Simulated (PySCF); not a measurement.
PySCF input file for H₇NOSi₂, SMILES N[SiH2]O[SiH3], HF/pcSseg-1. Geometry: B3LYP-D3(BJ)/def2-SVP. The values are those of a single conformer.

```python
import numpy as np
from pyscf import gto, scf, dft
from pyscf.prop.nmr import rhf as nmr

mol = gto.M(
    atom='''
    Si    1.80147188    0.06766177    0.35226644
    O     0.50907068   -0.07252554   -0.67760573
    Si   -1.16183027   -0.08552474   -0.62186865
    N    -1.81302008    0.07827238    0.96387552
    H     1.80199956   -1.03042827    1.36492435
    H     3.05267439   -0.00993793   -0.44850397
    H     1.76892888    1.37223171    1.07923525
    H    -1.63932154    1.06293632   -1.43386296
    H    -1.60944285   -1.39131572   -1.17012181
    H    -1.86779141    0.97410525    1.43684163
    H    -1.84345426   -0.69521228    1.61963551
    ''',
    basis='pcSseg-1',
    charge=0,
    spin=0,
    max_memory=1600,
    verbose=3,
)
mf = scf.RHF(mol)
mf.conv_tol = 1e-10
mf.max_cycle = 100
mf.kernel()
n = nmr.NMR(mf)
n.verbose = 2
n.max_cycle_cphf = 60
sigma = n.kernel()
print('atom   isotropic/ppm   span/ppm')
for i, s in enumerate(sigma):
    w = np.linalg.eigvalsh((s + s.T) / 2)
    print(f'{mol.atom_symbol(i):2s}{i + 1:3d} {w.mean():14.3f} {w[2] - w[0]:11.3f}')
```

Output:

```
converged SCF energy = -711.315444011154
atom   isotropic/ppm   span/ppm
Si  1        441.129      86.648
O   2        306.859      80.175
Si  3        434.347      31.059
N   4        243.332      38.218
H   5         27.281       7.806
H   6         27.284       8.315
H   7         27.281       7.805
H   8         27.506       9.367
H   9         27.505       9.382
H  10         30.411      17.610
H  11         30.412      17.620
```

Self-consistency was reached.
